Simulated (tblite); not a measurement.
C₄H₆SSi.
Geometry (GFN2-xTB, Å), atoms numbered from 1 in this order:
```
atom  x, y, z in Å
C1     1.8446   -1.2563   -1.7660
C2     1.2282   -0.6515   -0.9312
C3     0.4597    0.0512    0.0233
C4     1.0223    0.5348    1.1332
Si5   -1.3717    0.2575   -0.4153
S6    -2.4376    1.0534    1.2787
H7     2.4035   -1.7802   -2.4829
H8     0.4460    1.0756    1.8661
H9     2.0735    0.4103    1.3416
H10   -1.9588   -1.0377   -0.7501
H11   -1.5753    1.2627   -1.4478
H12   -2.1333    0.0794    2.1245
```

Calculated harmonic vibrations of the isolated species, GFN2-xTB (tblite), most abundant isotopes, no scaling. Errors from tens to a few hundred cm⁻¹ against measured bands are possible. Modes of hydrogen on silicon and sulfur can be 10 to 20 % off. One conformer, not necessarily the lowest.

Harmonic wavenumbers (cm⁻¹): 34.2, 102.7, 140.0, 153.2, 213.0, 295.7, 360.1, 419.9, 495.0, 512.0, 578.4, 608.0, 629.3, 675.2, 682.7, 733.6, 739.0, 753.5, 905.1, 935.2, 1176.5, 1404.7, 1627.3, 2245.6, 2281.0, 2334.1, 2459.6, 3085.0, 3111.9, 3392.2.

A = 5768, B = 1186, C = 1005 MHz; mass 113.996 u (most abundant isotopes); point group C1, symmetry number 1.

What is the zero-point energy?

Half the sum of the wavenumbers: 16542 cm⁻¹ = 47.30 kcal/mol.

Entropy at 350 K, 1 bar (ideal gas, RRHO, classical rotation)?

Translation 40.93, rotation 28.72, vibration 28.56: S = 98.2 cal/(mol K).

And Cp and H(350 K) − H(0)?

Cp = 36.21 cal/(mol K), of which vibrations give 28.26 (their classical limit is 30 R = 59.6); H(350 K) − H(0) = 7.98 kcal/mol without the zero-point energy, 5.20 from vibrations.

Blend soft modes into free rotors: weight 1/[1 + (100 cm⁻¹/ν̃)⁴] for the oscillator and the rest for a rotor with moment μB/(μ + B), μ = h/(8π²ν), B = 10⁻⁴⁴ kg m². What vibrational entropy results?

26.30 cal/(mol K) in place of 28.56, which changes −T·S at 350 K by +0.79 kcal/mol.

What must be added to the electronic energy to get the Gibbs energy at 350 K and 1 bar?

ZPE + [H(350 K) − H(0)] − T·S = 47.30 + 7.98 − 34.37 = 20.91 kcal/mol.

Which modes carry the vibrational entropy at 350 K?

34.2 cm⁻¹: 5.89; 102.7 cm⁻¹: 3.72; 140.0 cm⁻¹: 3.11; 153.2 cm⁻¹: 2.94; 213.0 cm⁻¹: 2.31; 295.7 cm⁻¹: 1.72 cal/(mol K); the other 24 give 8.87 together.

Hindered rotation and anharmonicity are outside this model. Other conformers, if any are populated, would add a mixing term that is left out. The structure is chiral; the term R ln 2 for an equal mix with its mirror image is left out.
